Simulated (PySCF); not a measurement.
**Sulfur: a sound run and one with changed settings**

Sound run: S⁺ [Ne] 3s2 3p3, S²⁺ [Ne] 3s2 3p2. Calculation: PySCF 2.14, in aug-cc-pVDZ-DK; scalar relativity by spin-free X2C-1e. In the sound run the correlated levels freeze [Ne]. The sound run starts from symmetry-adapted Hartree-Fock orbitals and uses a fine grid where one is needed.

Changed run: all electrons correlated in a basis built for the valence shell.

```tsv
species	method	sound run (hartree)	changed run (hartree)	converged
S⁺	MP2	-398.30989	-398.31645	yes
S⁺	CCSD(T)	-398.32972	-398.33589	yes
S²⁺	MP2	-397.45833	-397.46506	yes
S²⁺	CCSD(T)	-397.48063	-397.48709	yes
```

Ionisation energy of S⁺:

| method | sound run (eV) | changed run (eV) |
| --- | --- | --- |
| UHF | 22.721 | 22.721 |
| MP2 | 23.172 | 23.167 |
| SCS-MP2 | 23.014 | 23.008 |
| CCSD | 23.097 | 23.089 |
| CCSD(T) | 23.105 | 23.097 |

A valence basis has no tight correlating functions, so it recovers only part of the core correlation, and not evenly between atom and ion.

For comparison, NIST gives 23.338 eV between the lowest levels.
